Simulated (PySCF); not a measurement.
## A series of related molecules

Theory: quadratic response CAM-B3LYP/aug-cc-pVDZ first hyperpolarisability, Taylor convention, gas phase (PySCF 2.14.0). Geometry: PBE0-D3(BJ)/def2-SVP.

Each molecule in one low-energy conformer.

The calculation is non-relativistic, which matters for the atoms heavier than Zn.

**Question.** Order by norm of the vector part βᵢ = ⅓ Σⱼ (βᵢⱼⱼ + βⱼᵢⱼ + βⱼⱼᵢ) of the static first hyperpolarisability, lowest first.
A. BrC1=C/C=C\C=C/C=C\1
B. C#CC1=C/C=C\C=C/C=C\1
C. CC1=C/C=C\C=C/C=C\1
D. ClC1=C/C=C\C=C/C=C\1

**Answer.** B (45 au), A (74 au), C (104 au), D (181 au).

All values:
```
             molecule                 change  static β vector norm (au)  static β HRS (au)  S1 (eV)
  CC1=C/C=C\C=C/C=C\1      H replaced by CH3                        104                 44     3.77
C#CC1=C/C=C\C=C/C=C\1  H replaced by ethynyl                         45                 31     3.57
 ClC1=C/C=C\C=C/C=C\1       H replaced by Cl                        181                 73     3.70
 BrC1=C/C=C\C=C/C=C\1       H replaced by Br                         74                 43     3.72
```
